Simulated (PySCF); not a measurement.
# Worked example: oscillator strength and radiative lifetime

diglyme (C₆H₁₄O₃), SMILES COCCOCCOC.

Geometry: PBE-D3(BJ)/def2-SVP. The values are those of a single conformer.

TDDFT-M06-2X/def2-SVP (PySCF 2.14.0) puts the first singlet state with f over 0.02 at 8.06 eV (vertical), with the transition dipole (0.089, -0.175, 0.298) in atomic units.

Task: Find the oscillator strength, the wavelength and the radiative lifetime that this transition would have in vacuum if emission retraced absorption.

Result: 
|μ|² = 0.1273 au, so |μ| = 0.91 D. ΔE = 8.06/27.211 = 0.2962 hartree. f = (2/3) ΔE |μ|² = 0.025 (the program prints 0.025).
λ = 1239.84/8.06 = 154 nm; ν = 65008 cm⁻¹.
Einstein's coefficient A = 0.6670 ν² f s⁻¹ (ν in cm⁻¹) = 7.1e7 s⁻¹, so τ = 1/A = 14 ns. This state is S1. The figure is the radiative limit of this one transition; relaxation, internal conversion, crossing to triplets and a medium change what is measured.
